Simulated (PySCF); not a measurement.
Level of theory: B3LYP-D3(BJ)/def2-TZVP // PBE-D3(BJ)/def2-SVP run with PySCF. Isolated molecules, 0 K electronic values unless said otherwise. One relaxed conformer stands for a flexible species; it need not be the lowest. B3LYP has the VWN-RPA correlation part, as in Gaussian. 

Reference species: [Zn(Cl)2] (neutral, multiplicity 1).

```json
{
  "HOMO–LUMO gap": "6.75 eV",
  "coordination_number": "2",
  "LUMO": "-2.11 eV"
}
```

Changed species: [Zn(Cl)(NH2)] (1 of 2 Cl replaced by NH2; the reference has 0 of 2 Cl replaced by NH2).

Problem. Predict the effect on the HOMO–LUMO gap, coordination number and LUMO.

Solution. the HOMO–LUMO gap drops by 0.82 eV, to 5.93 eV; the coordination number is nearly the same; the LUMO rises by 0.73 eV, to -1.38 eV.
